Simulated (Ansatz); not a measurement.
Consider the formal exchange of groups at the Si–C bond: `CC#CC[SiH3]` + `C#C[SiH2][AlH2]` → `C#C[SiH2][AlH][SiH3]` + `CC#CC`.

Program: Ansatz. Geometries: PBE0-D4/def2-TZVP. ΔE: electronic, gas phase. CCSD(T)/CBS is the MP2 limit (def2-TZVPP, def2-QZVPP) plus CCSD(T) − MP2 in def2-TZVPP, frozen cores. DFT in def2-TZVPP. B3LYP here is the variant with VWN-RPA as its local correlation; programs differ in this. HSE06 is defined as in plane-wave codes. One conformer a species, not always the lowest.

| level | ΔE (kJ/mol) | difference from CCSD(T)/CBS |
| --- | --- | --- |
| LDA (SPW92) | -69.2 | -40.3 |
| PBE-D4 | -57.7 | -28.8 |
| revPBE-D4 | -51.9 | -23.0 |
| BLYP-D4 | -30.0 | -1.1 |
| r2SCAN-D4 | -52.1 | -23.2 |
| B97M-V | -36.9 | -8.0 |
| PBE0-D4 | -50.3 | -21.4 |
| B3LYP-D4 | -26.8 | 2.1 |
| r2SCANh-D4 | -49.6 | -20.7 |
| r2SCAN0-D4 | -46.0 | -17.1 |
| HSE06-D4 | -50.8 | -21.9 |
| ωB97X-V | -27.3 | 1.6 |
| B2PLYP | -22.4 | 6.5 |
| PBE-QIDH | -37.9 | -9.0 |
| PBE | -55.0 | -26.1 |
| revPBE | -48.7 | -19.8 |
| BLYP | -25.0 | 3.9 |
| r2SCAN | -51.5 | -22.6 |
| PBE0 | -47.8 | -18.9 |
| B3LYP | -22.3 | 6.6 |
| r2SCANh | -49.0 | -20.1 |
| r2SCAN0 | -45.3 | -16.4 |
| HSE06 | -48.4 | -19.5 |
| BHLYP | -12.3 | 16.6 |
| CAM-B3LYP | -16.0 | 12.9 |
| RPA@PBE/def2-TZVPP | -28.2 | 0.7 |
| HF/def2-SVP | 15.2 | 44.1 |
| MP2/def2-SVP | -25.3 | 3.6 |
| CCSD/def2-SVP | -21.5 | 7.4 |
| CCSD(T)/def2-SVP | -28.9 | 0.0 |
| HF/def2-TZVPP | 15.3 | 44.2 |
| MP2/def2-TZVPP | -25.4 | 3.5 |
| SCS-MP2/def2-TZVPP | -14.8 | 14.1 |
| CCSD/def2-TZVPP | -20.7 | 8.2 |
| CCSD(T)/def2-TZVPP | -29.7 | -0.8 |
| HF/def2-QZVPP | 16.0 | 44.9 |
| MP2/def2-QZVPP | -24.7 | 4.2 |
| HF/CBS(def2) | 16.1 | 45.0 |
| MP2/CBS(def2) | -24.6 | 4.3 |
| CCSD/CBS(def2) | -20.0 | 8.9 |
| CCSD(T)/CBS | -28.9 | 0 |

Largest T1 diagnostic among the species: 0.015.

Leaving LDA and LC-ωPBE aside and taking each functional with its dispersion term where it has one, the values, not all of them listed here, spread over 39.7 kJ/mol, from PBE-D4 to BHLYP-D4. LDA lies −14.2 kJ/mol from PBE without D4. From r2SCAN to r2SCAN0 (25 % exact exchange), in def2-TZVPP and without D4, ΔE moves by +6.3 kJ/mol. The D4 term adds −4.5 kJ/mol with B3LYP and −2.5 kJ/mol with PBE0; it sums over pairs of atoms, weighted by their polarisabilities, and B3LYP, whose exchange is more repulsive, gets the larger term.
